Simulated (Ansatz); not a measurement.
`F[SiH2]C(F)Cl` + `CO[SiH2]N` → `CO[SiH2]N[SiH2]F` + `FCCl`  (ligand exchange at the Si–C bond)

Isolated molecules relaxed with PBE0-D4/def2-TZVP in Ansatz; ΔE leaves out vibrations. CCSD(T)/CBS is the MP2 limit (def2-TZVPP, def2-QZVPP) plus CCSD(T) − MP2 in def2-TZVPP, frozen cores. This one scheme is used for every species. Functionals use def2-TZVPP. B3LYP here is the variant with VWN-RPA as its local correlation; programs differ in this. One conformer a species, not always the lowest.

`F[SiH2]C(F)Cl`:

Cartesian coordinates in Å:
```
F -1.428 -1.413 0.524
Si -0.685 -0.444 -0.501
C 0.591 0.566 0.479
F 1.193 1.459 -0.371
Cl 1.815 -0.528 1.157
H -1.687 0.476 -1.086
H 0.020 -1.241 -1.525
H 0.181 1.125 1.323
```

`CO[SiH2]N`:

Cartesian coordinates in Å:
```
C 0.848 1.475 0.312
O -0.112 0.996 -0.596
Si -0.390 -0.608 -0.832
N -0.951 -1.489 0.516
H 0.584 1.225 1.346
H 1.845 1.067 0.100
H 0.897 2.562 0.222
H 0.885 -1.270 -1.222
H -1.413 -0.619 -1.900
H -0.329 -1.979 1.135
H -1.864 -1.360 0.918
```

`CO[SiH2]N[SiH2]F`:

Z-matrix (Å, degrees):
```
C
O 1 1.408
H 1 1.096 2 111.3
H 1 1.097 2 111.8 3 121.5
H 1 1.091 2 108.3 3 -119.1
Si 2 1.640 1 123.0 3 -73.4
N 6 1.716 2 109.1 1 -168.5
H 6 1.489 2 107.8 1 -47.5
H 6 1.486 2 111.5 1 73.8
Si 7 1.708 6 127.7 2 -108.2
H 7 1.011 6 116.1 2 71.5
F 10 1.601 7 112.1 6 -96.0
H 10 1.478 7 108.7 6 21.9
H 10 1.480 7 109.8 6 146.7
```

`FCCl`:

Cartesian coordinates in Å:
```
F -0.583 -1.226 -0.005
C -0.099 0.036 -0.085
Cl 1.348 0.209 0.914
H -0.848 0.733 0.291
H 0.182 0.249 -1.116
```

```json
{"level": "ωB97M-V", "ΔE (kJ/mol)": "-96.0", "difference from CCSD(T)/CBS": "3.1"}
{"level": "B2PLYP", "ΔE (kJ/mol)": "-99.3", "difference from CCSD(T)/CBS": "-0.2"}
{"level": "PBE", "ΔE (kJ/mol)": "-87.7", "difference from CCSD(T)/CBS": "11.4"}
{"level": "B3LYP", "ΔE (kJ/mol)": "-96.1", "difference from CCSD(T)/CBS": "3.0"}
{"level": "SCS-MP2/def2-TZVPP", "ΔE (kJ/mol)": "-103.8", "difference from CCSD(T)/CBS": "-4.7"}
{"level": "HF/def2-QZVPP", "ΔE (kJ/mol)": "-113.3", "difference from CCSD(T)/CBS": "-14.2"}
{"level": "MP2/def2-QZVPP", "ΔE (kJ/mol)": "-102.5", "difference from CCSD(T)/CBS": "-3.4"}
{"level": "SCS-MP2/def2-QZVPP", "ΔE (kJ/mol)": "-103.1", "difference from CCSD(T)/CBS": "-4.0"}
{"level": "HF/CBS(def2)", "ΔE (kJ/mol)": "-113.4", "difference from CCSD(T)/CBS": "-14.3"}
{"level": "CCSD/CBS(def2)", "ΔE (kJ/mol)": "-100.8", "difference from CCSD(T)/CBS": "-1.7"}
{"level": "CCSD(T)/CBS", "ΔE (kJ/mol)": "-99.1", "difference from CCSD(T)/CBS": "0"}
```

Largest T1 diagnostic among the species: 0.011.

From PBE to PBE0 (25 % exact exchange), in def2-TZVPP and without D4, ΔE moves by −7.0 kJ/mol. In def2-TZVPP, CCSD(T) changes the Hartree–Fock value by +11.1 kJ/mol (the triples alone add +1.7 kJ/mol) and MP2 by +8.9 kJ/mol.
